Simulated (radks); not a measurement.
Values are calculated unless marked as measured or tabulated.
Valence configurations of neutral promethium (all share [Xe]). Level of theory: Dirac Kohn-Sham, LDA (Slater exchange, Perdew-Wang correlation), spin-unpolarised, spherical densities, point nucleus; open shells fill j = l - 1/2 first (a radial shooting solver on a logarithmic mesh with Libxc functionals). Energies are relative to 4f5 6s2; eigenvalues in eV.

| valence | E (eV) | e(4f5/2) | e(4f7/2) | e(5d3/2) | e(6p1/2) | e(6s1/2) |
|---|---|---|---|---|---|---|
| 4f5 6s2 | 0.000 | -2.437 | - | - | - | -3.673 |
| 4f5 6p2 | 4.780 | -4.558 | - | - | -2.328 | - |
| 4f5 5d1 6s1 | 1.781 | -1.298 | - | -1.373 | - | -3.277 |
| 4f5 5d2 | 3.759 | -0.687 | - | -1.060 | - | - |
| 4f3 6s2 6p2 | 17.525 | -20.846 | - | - | -3.239 | -6.719 |
| 4f4 5d3 | 5.226 | -5.070 | - | -1.504 | - | - |
| 4f3 5d2 6p2 | 15.337 | -16.144 | - | -5.820 | -2.564 | - |
| 4f4 5d1 6s2 | 2.447 | -7.776 | - | -3.076 | - | -4.051 |
| 4f7 | 7.212 | -0.667 | -0.339 | - | - | - |
| 4f3.5 6s1.5 6p2 | 11.521 | -16.192 | - | - | -3.006 | -6.249 |

NIST lists [Xe] 4f5 6s2 as the ground configuration; this level of theory agrees among the configurations tried. The energies are those of spherical spin-averaged densities, not of single terms.
